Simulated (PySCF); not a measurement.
## MHg cations for M along the alkaline earths

PBE0 with double-zeta basis sets in PySCF, for the lowest determinant that a PBE0 search found; no spin–orbit coupling. De refers to high-spin ground-configuration atoms (the charge goes to the atom of lower measured ionisation energy or higher electron affinity, which is not always the lowest computed limit). A positive dipole points towards Hg; it is taken about the centre of mass and depends on that origin.

| M | basis | charged atom | state (unpaired electrons) | Re (Å) | ωe (cm⁻¹) | De (eV) | μ (D) |
| --- | --- | --- | --- | --- | --- | --- | --- |
| Be | cc-pVDZ/cc-pVDZ-PP | Be+ | doublet (σ ↑) | 2.370 | 375 | 1.64 | -4.61 |
| Mg | def2-SVP | Mg+ | doublet (σ ↑) | 2.897 | 161 | 0.72 | -7.87 |
| Sr | def2-SVP | Sr+ | doublet (σ ↑) | 3.501 | 64.3 | 0.32 | -8.70 |

Task: The row for M = Ca is missing. Estimate Re, ωe and De as the mean of the rows for Mg and Sr, and compare with the calculation.

Result: The means are 3.199 Å, 113 cm⁻¹ and 0.52 eV. PBE0 in def2-SVP gives CaHg⁺ as a doublet (σ ↑) with Re = 3.284 Å, ωe = 98.5 cm⁻¹, De = 0.44 eV, so the estimate is off by -8.5 pm, +15 % and +0.08 eV.

The rows differ in basis set, which adds steps of its own.

Weak bonds: CaHg⁺, SrHg⁺. Basis-set superposition, not corrected here, can be much of De in a small basis, most of all at correlated wavefunction levels. Spin–orbit coupling is left out. For an ion De counts to the pair picked by the measured ionisation energies or electron affinities, which need not be the lowest pair at this level. States were picked by a PBE0 search and need not be the measured ground states.
